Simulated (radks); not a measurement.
Fractional charge and spin in the 5d shell of mercury: the spin-up occupation runs from 4 to 5 and the spin-down occupation from 4 to 5; the fullest corner is Hg, [Xe] 4f14 6s2 5d(up 5, down 5). Calculated with a radial shooting solver on a logarithmic mesh with Libxc functionals: scalar-relativistic Kohn-Sham, PBE, spin-polarised, spherical densities, point nucleus. Energy (eV) minus the two flat planes that join the four corners (they meet along the diagonal where the two added fractions sum to one electron); zero is where a piecewise linear energy would lie.

| down \ up | 4 | 4.5 | 5 |
|---|---|---|---|
| 4 | 0.000 | -1.589 | 0.000 |
| 4.5 | -1.589 | 0.166 | -1.407 |
| 5 | 0.000 | -1.407 | 0.000 |

Corners above the fullest one (they belong to Hg+ and the next ion): (up 5, down 4) 15.349 eV, (up 4, down 5) 15.349 eV, (up 4, down 4) 43.370 eV. With half an added electron in each spin the energy lies 0.166 eV from the planes, and with half an added electron in spin up alone -1.589 eV. The planes are only a guide here: the flat-plane condition holds for ground states with one frontier orbital, while this shell lies below other occupied shells, so the corners above the fullest one are inner-hole states and not the ground states of those ions.
